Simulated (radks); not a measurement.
Species: the erbium ion Er2+. Configuration: [Xe] 4f12.

Calculated with a radial shooting solver on a logarithmic mesh with Libxc functionals: Dirac Kohn-Sham, PBEsol, spin-unpolarised, spherical densities, finite nucleus; open shells are shared between the two j in proportion to 2j + 1; Fermi nuclear charge, rms radius 5.2516 fm.

Energy parts (hartree):
part                       energy
total                 -13093.5056
kinetic                14447.4173
electron-nucleus      -32364.6879
Hartree                 5098.4936
exchange-correlation    -274.7285

Orbitals (lengths in bohr, moments of r in powers of bohr; r(max) is where P^2 peaks; r(90%) holds 90 % of the orbital's charge):
1s1/2: occ. 2; eigenvalue (hartree) -2105.210; r(90%) 0.0369; r(max) 0.01286
2s1/2: occ. 2; eigenvalue (hartree) -353.9284; r(90%) 0.134; r(max) 0.07344
2p1/2: occ. 2; eigenvalue (hartree) -337.2124; r(90%) 0.118; r(max) 0.05513
2p3/2: occ. 4; eigenvalue (hartree) -303.5389; r(90%) 0.128; r(max) 0.06135
3s1/2: occ. 2; eigenvalue (hartree) -79.69445; r(90%) 0.331; r(max) 0.2075
3p1/2: occ. 2; eigenvalue (hartree) -72.34531; r(90%) 0.323; r(max) 0.1950
3p3/2: occ. 4; eigenvalue (hartree) -65.27386; r(90%) 0.342; r(max) 0.2080
3d3/2: occ. 4; eigenvalue (hartree) -52.67643; r(90%) 0.314; r(max) 0.1642
3d5/2: occ. 6; eigenvalue (hartree) -51.13031; r(90%) 0.319; r(max) 0.1678
4s1/2: occ. 2; eigenvalue (hartree) -16.12822; r(90%) 0.731; r(max) 0.4744
4p1/2: occ. 2; eigenvalue (hartree) -13.19061; r(90%) 0.754; r(max) 0.4765
4p3/2: occ. 4; eigenvalue (hartree) -11.59711; r(90%) 0.799; r(max) 0.5043
4d3/2: occ. 4; eigenvalue (hartree) -6.75713; r(90%) 0.869; r(max) 0.5070
4d5/2: occ. 6; eigenvalue (hartree) -6.46764; r(90%) 0.886; r(max) 0.5160
4f5/2: occ. 5.14286; eigenvalue (hartree) -0.66346; r(90%) 1.42; r(max) 0.5065
4f7/2: occ. 6.85714; eigenvalue (hartree) -0.62351; r(90%) 1.46; r(max) 0.5120
5s1/2: occ. 2; eigenvalue (hartree) -2.43413; r(90%) 1.81; r(max) 1.114
5p1/2: occ. 2; eigenvalue (hartree) -1.64084; r(90%) 2.08; r(max) 1.217
5p3/2: occ. 4; eigenvalue (hartree) -1.44176; r(90%) 2.24; r(max) 1.304

The highest occupied level is 4f7/2 at -16.966 eV. The density falls to 0.001 e/bohr^3 at r = 3.34 bohr. The electron density at the nucleus is 8.716e+05 e/bohr^3. For comparison, the ionisation energy in NIST's Atomic Spectra Database is 22.70 eV (semi-empirical). In exact Kohn-Sham theory the highest level is minus the ionisation energy, but local and semilocal functionals leave it too shallow, through self-interaction and a potential that decays too fast; potentials with the right tail come closer. Summed over all electrons, <r^2> = 37.14 bohr^2, which gives a Langevin (diamagnetic) susceptibility term of -29.4 x 10^-6 cm^3/mol.

Beside tabulated values, note that spin-unpolarised runs miss the spin-polarisation part of the exchange energy of open shells.
